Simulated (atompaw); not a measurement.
## beryllium: one change to a PAW (atompaw) potential, before and after

atompaw 4.2.0.5 input, output lines left out:

```
Be 4
LDA-PW scalarrelativistic loggrid 1500 logderivrange -12 5 426
2 2 0 0 0 0
2 0 0
2 1 0
0 0 0
v
v
v
1
3.00 2.60 2.75 2.45
n
y
1.75
n
custom rrkj vanderbiltortho sinc
2 1 troulliermartins
0.40
0.80
3.00
3.00
```

Change: reference 1s2 2s2 2p0.

Cutoffs: the cutoffs (Ry, on a coarse ladder) from which the occupation-weighted sum of valence levels, in a spherical-Bessel basis at the reference potential, stays within 10 and 1 mRy of its value at 400 Ry; they do not see the model core or the augmentation charge, which bear on the density cutoff.

Q: What does the change do?

A: The bound ghost in s disappears; the range in which the s phases agree widens (upper end -0.3 → 2.0); the range in which the p phases agree widens (upper end -0.3 → 3.9).

```tsv
quantity	base	changed
cutoff, loose	300 Ry	300 Ry
cutoff, tight	over 300 Ry	over 300 Ry
bound ghosts	s	none
s: phases at 3.01 bohr within 0.05 rad from the reference energy up to (Ry; the scan ends near 5)	-0.3	2.0
p: phases at 3.01 bohr within 0.05 rad from the reference energy up to (Ry; the scan ends near 5)	-0.3	3.9
lowest overlap eigenvalue by channel	s 0.20, p 0.76	s 0.37, p 0.85
```

 A true bound ghost makes a file unfit for plane-wave use even where its test errors are small: the radial tests pick states by their node count and pass the ghost by. The cutoffs see the waves, projectors and local potential, not the compensation charge or the core.
